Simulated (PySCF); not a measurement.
AlGeH₄O, AlBClGeH₅ (calculated)

All values are calculated (PySCF 2.14.0). Calculation on a computer-drawn molecule: the log of a Hartree-Fock and frozen-core CCSD(T) single point meant for a local Hartree-Fock minimum, with one planted fault or none, to be diagnosed. Offsets are logged minus clean, where the clean run is the same molecule without the fault. The reference is restricted for singlets and unrestricted otherwise, and also for a bond in bohr or an excited solution. Adding or removing an electron swaps singlet and doublet. The excited solution moves the top pair (singlet) or top alpha electron (doublet) to the lowest empty orbital. Highest occupied and lowest empty are orbital energies over both spins, largest force is the largest gradient component, triples share is (T) over the correlation energy, the T1 limit is 0.02 restricted and 0.045 unrestricted, electrons count all cores, a negative frequency is imaginary (commonest isotopes), and the dipole is about the centre of nuclear charge; on germanium a core potential holds 10 electrons, which the energies leave out, and 3d is frozen in MP2 and coupled-cluster steps.

Common to all runs: meant multiplicity 1; meant basis cc-pV(D+d)Z; meant basis and core potential on germanium cc-pVDZ-PP ECP10MDF; logged SCF converged yes; possible faults no fault, one electron removed, one electron added, multiplicity raised by two, geometry at a saddle point, SCF held on an excited solution, minimal basis STO-3G, one bond length entered in bohr, all coordinates scaled.

(1) AlGeH₄O

Logged structure:
```xyz
7
AlGeH4O
Al    -0.9198     1.7839    -1.7282
O      0.1058     0.5586    -1.7921
Ge     1.2956    -0.8632    -1.8662
H     -1.9053     2.9613    -1.6668
H      2.6289    -0.1992    -2.1484
H      0.7627    -1.7165    -3.0002
H      1.1831    -1.4956    -0.4931
```

```
meant charge                         : 1
logged electrons                     : 57
logged basis functions               : 80
logged spin squared                  : 0.7653
logged highest occupied              : -4.8839 eV
logged lowest empty                  : 1.5564 eV
logged largest force                 : 0.068289 hartree/bohr
logged T1 diagnostic                 : 0.039054
logged D1 diagnostic                 : 0.20427
logged triples share                 : 0.026143
logged CC converged                  : yes
logged dipole magnitude              : 2.2721 debye
logged SCF stable within its kind    : yes
logged energy HF                     : -612.45154 hartree
logged energy CCSD(T)                : -612.838 hartree
planted fault                        : one electron added
HF energy offset from clean run      : -100.6 kcal/mol
CCSD(T) energy offset from clean run : -112.1 kcal/mol
```

Drawn bonds:
```tsv
atom	other atom	order
1	2	1
2	3	1
1	4	1
3	5	1
3	6	1
3	7	1
```

(2) AlGeH₄O

Structure as in entry 1.

```
meant charge                      : 1
logged electrons                  : 56
logged basis functions            : 80
logged spin squared               : 0
logged highest occupied           : -9.6652 eV
logged lowest empty               : -12.472 eV
logged largest force              : 0.17226 hartree/bohr
logged CC converged               : no
logged dipole magnitude           : 3.2174 debye
logged SCF stable within its kind : no
logged energy HF                  : -611.66129 hartree
planted fault                     : SCF held on an excited solution
HF energy offset from clean run   : 395.3 kcal/mol
```

Drawn bonds:
```tsv
atom	other atom	order
1	2	1
2	3	1
1	4	1
3	5	1
3	6	1
3	7	1
```

Notes: CCSD not converged.

(3) AlGeH₄O

Structure as in entry 1.

```
meant charge                         : 1
logged electrons                     : 55
logged basis functions               : 80
logged spin squared                  : 0.811
logged highest occupied              : -22.845 eV
logged lowest empty                  : -14.661 eV
logged largest force                 : 0.07789 hartree/bohr
logged T1 diagnostic                 : 0.049339
logged D1 diagnostic                 : 0.25041
logged triples share                 : 0.027767
logged CC converged                  : yes
logged dipole magnitude              : 3.902 debye
logged SCF stable within its kind    : yes
logged energy HF                     : -611.71345 hartree
logged energy CCSD(T)                : -612.06667 hartree
planted fault                        : one electron removed
HF energy offset from clean run      : 362.6 kcal/mol
CCSD(T) energy offset from clean run : 371.9 kcal/mol
```

Drawn bonds:
```tsv
atom	other atom	order
1	2	1
2	3	1
1	4	1
3	5	1
3	6	1
3	7	1
```

Notes: T1 above single-reference limit.

(4) AlBClGeH₅

Logged structure:
```xyz
9
AlBClGeH5
Al     2.0207     1.2396    -1.2000
B      1.0643    -0.5504    -0.4421
Ge    -2.6968     0.5522    -0.0136
Cl    -2.3687     2.6848    -0.7499
H      2.2301     1.3830    -2.7621
H      2.7614     2.1928    -0.1766
H      1.4088    -1.6629    -0.1641
H     -3.7693     0.0238    -0.9634
H     -3.2869     0.7582     1.3795
```

```
meant charge                         : 0
logged electrons                     : 72
logged basis functions               : 108
logged spin squared                  : 0.9525
logged highest occupied              : -8.7255 eV
logged lowest empty                  : 0.1799 eV
logged largest force                 : 0.023633 hartree/bohr
logged T1 diagnostic                 : 0.01932
logged D1 diagnostic                 : 0.090713
logged triples share                 : 0.023366
logged CC converged                  : yes
logged dipole magnitude              : 3.2156 debye
logged SCF stable within its kind    : yes
logged energy HF                     : -1022.30043 hartree
logged energy CCSD(T)                : -1022.72472 hartree
planted fault                        : one bond length entered in bohr, row 2 of the drawn bonds
HF energy offset from clean run      : 57.66 kcal/mol
CCSD(T) energy offset from clean run : 74.77 kcal/mol
```

Drawn bonds:
```tsv
atom	other atom	order
1	2	1
2	3	1
3	4	1
1	5	1
1	6	1
2	7	1
3	8	1
3	9	1
```

(5) AlBClGeH₅

Logged structure:
```xyz
9
AlBClGeH5
Al     2.0207     1.2396    -1.2000
B      1.0643    -0.5504    -0.4421
Ge    -0.9260     0.0331    -0.2154
Cl    -0.5979     2.1657    -0.9516
H      2.2301     1.3830    -2.7621
H      2.7614     2.1928    -0.1766
H      1.4088    -1.6629    -0.1641
H     -1.9985    -0.4953    -1.1651
H     -1.5161     0.2391     1.1777
```

```
meant charge                         : 0
logged electrons                     : 72
logged basis functions               : 108
logged spin squared                  : 0
logged highest occupied              : -9.7697 eV
logged lowest empty                  : 0.59606 eV
logged largest force                 : 4.491e-05 hartree/bohr
logged lowest frequency              : 72.511 cm⁻¹
logged T1 diagnostic                 : 0.01226
logged D1 diagnostic                 : 0.032438
logged triples share                 : 0.025735
logged CC converged                  : yes
logged dipole magnitude              : 3.5826 debye
logged SCF stable within its kind    : yes
logged energy HF                     : -1022.39231 hartree
logged energy CCSD(T)                : -1022.84387 hartree
planted fault                        : no fault
HF energy offset from clean run      : 0 kcal/mol
CCSD(T) energy offset from clean run : 0 kcal/mol
```

Drawn bonds:
```tsv
atom	other atom	order
1	2	1
2	3	1
3	4	1
1	5	1
1	6	1
2	7	1
3	8	1
3	9	1
```
